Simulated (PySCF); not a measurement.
**TlBi: frontier orbitals**

BLYP at R = 3.092 Å; Tl cc-pVDZ-PP with ECP60, Bi cc-pVDZ-PP with ECP60; scalar-relativistic core potentials (PySCF 2.14). State: ³Σ⁻ (triplet), unpaired electrons π ↑↑. Only the outer orbitals are listed, counted within each symmetry, core potentials removing the inner ones.

```csv
spin,orbital,occ.,ε (eV),on Tl (%),main shells (%)
α,7σ,1,-13.74,9,91 Bi s
α,8σ,1,-9.41,92,92 Tl s
α,5π,1,-4.44,10,"90 Bi p, 10 Tl p"
α,5π,1,-4.44,10,"90 Bi p, 10 Tl p"
α,9σ,1,-4.11,32,"67 Bi p, 28 Tl p"
α,6π,0,-2.17,90,"90 Tl p, 9 Bi p"
α,6π,0,-2.17,90,"90 Tl p, 9 Bi p"
α,10σ,0,-0.48,77,"77 Tl p, 26 Bi p"
β,7σ,1,-13.02,8,92 Bi s
β,8σ,1,-9.32,92,91 Tl s
β,9σ,1,-3.80,37,"62 Bi p, 34 Tl p"
β,5π,0,-3.53,25,"75 Bi p, 24 Tl p"
β,5π,0,-3.53,25,"75 Bi p, 24 Tl p"
β,6π,0,-1.94,75,"75 Tl p, 24 Bi p"
```

**Question.** Which are the highest filled and the lowest empty level, where do they sit, and how wide is the gap?

**Answer.** Highest filled β 9σ at -3.80 eV (in %: 62 Bi p, 34 Tl p); lowest empty β 5π at -3.53 eV (in %: 75 Bi p, 24 Tl p); the gap at BLYP is 0.27 eV.

```
bond order (Mayer)                               : 1.21
⟨S²⟩                                             : 2.003
charge on Tl (Mulliken, basis-dependent)         : 0.17
charge on Tl (Löwdin, basis-dependent)           : 0.09
dipole moment (positive dipole means Tl(−)Bi(+)) : -1.85 D
```

Spin–orbit coupling is left out, which matters for elements this heavy, above all for dissociation energies. The state is the lowest determinant that a PBE0 search found; another state may lie lower at other levels.
